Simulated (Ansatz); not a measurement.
Start from `C[O][Ge]([Cl])([Cl])[Cl]` and change one atom or group to get `[OH][Ge]([Cl])([Cl])[Cl]`.

Ansatz, PBE0-D4/def2-TZVP geometries, multiplicity 1. Each molecule was computed in one conformer, which needn't be the lowest.

Scalar relativity is left out up to krypton.

```csv
property,`C[O][Ge]([Cl])([Cl])[Cl]`
HOMO energy (ωB97M-V/def2-TZVPP) / eV,-11.31
LUMO energy (ωB97M-V/def2-TZVPP) / eV,0.49
size of the dipole moment (PBE/def2-TZVPP) / D,1.62
HOMO–LUMO gap (ωB97M-V/def2-TZVPP) / eV,11.81
zero-point energy (PBE0-D4/def2-TZVP) / kJ/mol,122.5
HOMO–LUMO gap (B3LYP/def2-TZVPP) / eV,6.74
```

Task: Give the same properties after the change, and the shifts. (Estimate.)

Result: The calculation gave: 
| property | `[OH][Ge]([Cl])([Cl])[Cl]` | shift |
| --- | --- | --- |
| HOMO energy (ωB97M-V/def2-TZVPP) / eV | -11.77 | -0.46 |
| LUMO energy (ωB97M-V/def2-TZVPP) / eV | 0.41 | -0.08 |
| size of the dipole moment (PBE/def2-TZVPP) / D | 1.39 | -0.23 |
| HOMO–LUMO gap (ωB97M-V/def2-TZVPP) / eV | 12.18 | 0.37 |
| zero-point energy (PBE0-D4/def2-TZVP) / kJ/mol | 47.3 | -75.2 |
| HOMO–LUMO gap (B3LYP/def2-TZVPP) / eV | 7.19 | 0.45 |

With PBE0 the HOMO falls by 0.58 eV and the LUMO falls by 0.07 eV, so the gap widens by about 0.51 eV. PBE moves the HOMO by -0.69 eV and ωB97M-V by -0.46 eV. The zero-point energy changes by -75.2 kJ/mol with -9 modes. Dipoles are sizes alone; their direction can turn.

Positive LUMOs are unbound, so they and the gaps depend on the basis.

B3LYP here is the variant with VWN-RPA as its local correlation; programs differ in this.
